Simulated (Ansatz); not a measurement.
Total energies of C4H14N3OTa, SMILES `CC(C)(C)[N]=[Ta]([NH2])([NH2])[OH]`.

```xyz
23

C     0.8137   -1.5228    1.4170
C    -0.4066   -0.8710    0.7665
C    -1.1619   -1.9050   -0.0687
C    -1.3283   -0.3046    1.8463
N     0.0329    0.1868   -0.0902
Ta    0.5166    1.5674   -1.0856
N     2.5095    1.6239   -0.9720
N    -0.1541    1.1525   -2.9201
O    -0.2089    3.2518   -0.5007
H     1.4819   -1.9225    0.6511
H     1.3666   -0.7875    2.0058
H     0.5133   -2.3411    2.0771
H    -2.0293   -1.4445   -0.5470
H    -1.5089   -2.7327    0.5559
H    -0.5125   -2.3077   -0.8490
H    -1.6788   -1.0950    2.5157
H    -2.1982    0.1724    1.3891
H    -0.7989    0.4430    2.4415
H     3.0900    0.9479   -0.5021
H     3.0892    2.3155   -1.4260
H    -0.6009    0.2947   -3.2016
H    -0.0464    1.7602   -3.7199
H    -0.7802    3.5183    0.2167
```

The species carries charge 0 and has multiplicity 1. Correlated methods include outer-core shells of Ta, which these sets cover unevenly. Ta takes the def2 core potential. The structure was optimised at the PBE0-D4/def2-TZVP level. It is one conformer, not always the lowest. Basis def2-TZVPP, the Gaussian-basis code of Ansatz.

RPA on PBE orbitals: Hartree–Fock energy of these orbitals -454.44954 Eh, correlation -3.13322 Eh (frozen core).

```
 functional  energy without D4 (Eh)  D4 term (kJ/mol)
LDA (SPW92)              -454.22446                 –
        PBE              -457.24494             -58.7
     revPBE              -457.64525            -166.7
       BLYP              -457.53727            -123.8
     r2SCAN              -457.52115             -16.5
     B97M-V              -457.67446                 –
       PBE0              -457.22996             -50.7
      B3LYP              -457.74382             -92.6
    r2SCANh              -457.47690             -17.5
    r2SCAN0              -457.41303             -19.2
    LC-ωPBE              -457.48441                 –
    ωB97M-V              -457.44773                 –
     B2PLYP              -457.27955                 –
   PBE-QIDH              -457.09599                 –
```

(1) Give the same for HSE06 (plane-wave form), BHLYP, CAM-B3LYP, ωB97X-V. (Estimate.)

B3LYP takes the VWN-RPA correlation (the form of Gaussian; ORCA's B3LYP/G). HSE06 is the plane-wave form, built on full-range PBE exchange. The double hybrids freeze the cores in their second-order part.

Results:

(1) Ansatz gave: 
```
             functional  energy without D4 (Eh)  D4 term (kJ/mol)
HSE06 (plane-wave form)              -457.20717             -47.6
                  BHLYP              -457.34199             -71.9
              CAM-B3LYP              -457.47471             -51.9
                ωB97X-V              -457.56001                 –
```

LC-ωPBE has ω = 0.4 bohr⁻¹.
